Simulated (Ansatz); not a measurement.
Ansatz (an electronic-structure program) input (LC-wPBE/def2-TZVPD):

Ansatz 0.2 input:
```yaml
crystal:
  periodic: [false, false, false]
  atoms:
    - {symbol: C, position_ang: [-1.40916793, 0.00647897, -0.08550346]}
    - {symbol: C, position_ang: [-0.72694938, -1.29038233, -0.07665507]}
    - {symbol: C, position_ang: [0.57325830, -1.43639741, -0.00128586]}
    - {symbol: C, position_ang: [1.32129525, -0.12588958, 0.07715747]}
    - {symbol: S, position_ang: [0.03029492, 1.19687383, 0.03195150]}
    - {symbol: H, position_ang: [-1.96385016, 0.19460360, -1.00497534]}
    - {symbol: H, position_ang: [-2.07165256, 0.14999280, 0.76831717]}
    - {symbol: H, position_ang: [1.10380043, -2.37958149, 0.00723926]}
    - {symbol: H, position_ang: [1.89444389, -0.04116540, 1.00193854]}
    - {symbol: H, position_ang: [2.00192215, 0.00331125, -0.76602208]}
basis:
  gaussian:
    orbitals: def2-TZVPD
hamiltonian:
  xc: {name: LC-wPBE}
magnetization: {spin_polarized: true, initial_magnetization: 1}
output: {forces: true}
```

Output:

```
Functional definition: LC-wPBE
integrals: 0.21 GiB planned
1244 factors; their error is unknown
integrals: 0.25 GiB planned
560 factors; integrals over basis functions are off by at most 3.2e-5 eV
mean field: 2.17 GiB planned
mean field evaluation 1: about -15054.7049 eV, gradient 2.5e1 eV
mean field evaluation 2: about -15056.4658 eV, gradient 1.7e1 eV
mean field evaluation 4: about -15057.8321 eV, gradient 1.2e0 eV
mean field evaluation 8: about -15057.8600 eV, gradient 1.9e-1 eV
mean field evaluation 16: about -15057.8191 eV, gradient 4.9e-3 eV
mean field -15057.81909691 eV, -553.3646452552 hartree, gradient 3.1e-5 eV, S^2 0.770312; 0 other end points of the search recorded, 0 dependent functions left out
the calculation of the forces begins
reference -15057.81909692 eV, -553.3646452555 hartree; 23, 22 occupied and 216, 217 virtual orbitals, 1244 factors
Total energy: -15057.81909692 eV, -553.3646452555 hartree
Atom 0 at    -1.409168     0.006479    -0.085503 Å, force     0.530495     0.520814     0.045352 eV/Å
Atom 1 at    -0.726949    -1.290382    -0.076655 Å, force     0.334038    -0.004132     0.020203 eV/Å
Atom 2 at     0.573258    -1.436397    -0.001286 Å, force    -0.210887     0.298657    -0.005307 eV/Å
Atom 3 at     1.321295    -0.125890     0.077157 Å, force    -0.523737     0.274793    -0.024926 eV/Å
Atom 4 at     0.030295     1.196874     0.031952 Å, force    -0.127178    -0.992148    -0.032691 eV/Å
Atom 5 at    -1.963850     0.194604    -1.004975 Å, force     0.032679    -0.025502     0.004843 eV/Å
Atom 6 at    -2.071653     0.149993     0.768317 Å, force     0.033102    -0.025326    -0.002123 eV/Å
Atom 7 at     1.103800    -2.379581     0.007239 Å, force    -0.003812    -0.031566    -0.001026 eV/Å
Atom 8 at     1.894444    -0.041165     1.001939 Å, force    -0.031757    -0.007549    -0.011916 eV/Å
Atom 9 at     2.001922     0.003311    -0.766022 Å, force    -0.032943    -0.008040     0.007591 eV/Å
Dipole moment:     0.074701    -0.200694    -0.000508 e Å
```

It need not be the lowest isomer of its formula.
